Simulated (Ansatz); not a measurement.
C2H6CdO, SMILES `C[CH2][Cd][OH]`, relaxed with RKS PBE-D4/def2-SVP in Ansatz from a rough embedded geometry. The force threshold is 0.03 eV/Å; the program also tests the step.

Total charge 0; spin multiplicity 1. Cd takes the def2 core potential.

Start:

```xyz
10

C    -1.178    0.075    0.098
C    -0.049    0.304   -0.802
Cd    2.412   -0.060   -0.433
O     2.074   -0.633    1.042
H    -1.079    0.742    1.047
H    -2.181    0.375   -0.366
H    -1.270   -0.988    0.445
H     0.025    1.324   -1.098
H    -0.201   -0.362   -1.725
H     1.448   -0.777    1.791
```

| step | energy (eV) | largest force (eV/Å) | largest move (Å) |
| --- | --- | --- | --- |
| 1 | -8769.3320 | 15.530 | 0.000 |
| 2 | -8772.1439 | 3.584 | 0.194 |
| 3 | -8772.8394 | 0.868 | 0.195 |
| 4 | -8773.3562 | 1.272 | 0.195 |
| 5 | -8773.7942 | 1.219 | 0.195 |
| 6 | -8774.0613 | 1.122 | 0.195 |
| 7 | -8774.2547 | 0.316 | 0.200 |
| 8 | -8774.3766 | 0.431 | 0.197 |
| 9 | -8774.4548 | 0.474 | 0.193 |
| 10 | -8774.5152 | 0.314 | 0.195 |
| 11 | -8774.5517 | 0.275 | 0.195 |
| 12 (rejected) | -8774.5390 | 0.646 | 0.122 |
| 13 | -8774.5620 | 0.060 | 0.059 |
| 14 | -8774.5662 | 0.104 | 0.098 |
| 15 (rejected) | -8774.5631 | 0.131 | 0.024 |
| 16 | -8774.5666 | 0.009 | 0.010 |

End:

```xyz
10

C    -1.522    0.219   -0.158
C    -0.166    0.322   -0.862
Cd    1.481   -0.298    0.314
O     3.102   -0.882    1.318
H    -1.570    0.845    0.758
H    -2.350    0.556   -0.820
H    -1.759   -0.821    0.148
H     0.045    1.366   -1.175
H    -0.145   -0.295   -1.784
H     2.882   -1.012    2.261
```

It took 16 s on 4 threads of an Arm Neoverse V2 on a shared host, with 0.2 GiB of host memory at the peak.
